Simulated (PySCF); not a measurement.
# GeCl₃⁺: from structure and modes to constants

Method: PBE0 in PySCF with Ge def2-TZVP, Cl def2-TZVP; no relativity; density-fitted integrals.

The singlet minimum has D3h symmetry. Masses (u): Ge 73.92118, Cl 34.96885.

```xyz
4
charge 1 multiplicity 1, angstrom
Ge    0.0000    0.0000    0.0000
Cl    0.0000    0.0000    2.0453
Cl    1.7713    0.0000   -1.0227
Cl   -1.7713    0.0000   -1.0227
```

Harmonic wavenumbers (cm⁻¹): 145.3 (e', ×2), 150.1 (a2'', ×1), 436.7 (a1', ×1), 549.1 (e', ×2).

(1) Find the principal moments of inertia and the rotational constants. What kind of rotor is it?

(2) What is the harmonic zero-point energy?

(3) Find the vibrational entropy and heat capacity at 298.15 K.

Answers

(1) About the centre of mass I = 219.43, 219.43, 438.86 u Å². With B = 16.8576/I this gives 0.07683, 0.07683, 0.03841 cm⁻¹. The molecule is an oblate symmetric top.

(2) Half the sum of all 6 wavenumbers, 1976/2 = 988 cm⁻¹, which is 11.8 kJ/mol (1 cm⁻¹ = 0.0119627 kJ/mol).

(3) With u = 1.43878 ω/T, each mode gives S = R[u/(eᵘ−1) − ln(1−e⁻ᵘ)] and C = R u² eᵘ/(eᵘ−1)².
```tsv
ω (cm⁻¹)	u	S (J/(mol K))	C (J/(mol K))
145.3 (×2)	0.701	11.43	7.98
150.1	0.724	11.18	7.96
436.7	2.107	3.50	5.82
549.1 (×2)	2.650	2.28	4.78
```
The sums over all modes are S = 42.1 and C = 39.3 J/(mol K); the softest mode gives 27 % of the entropy (each member, where degenerate).

This need not be the most stable arrangement of these atoms.
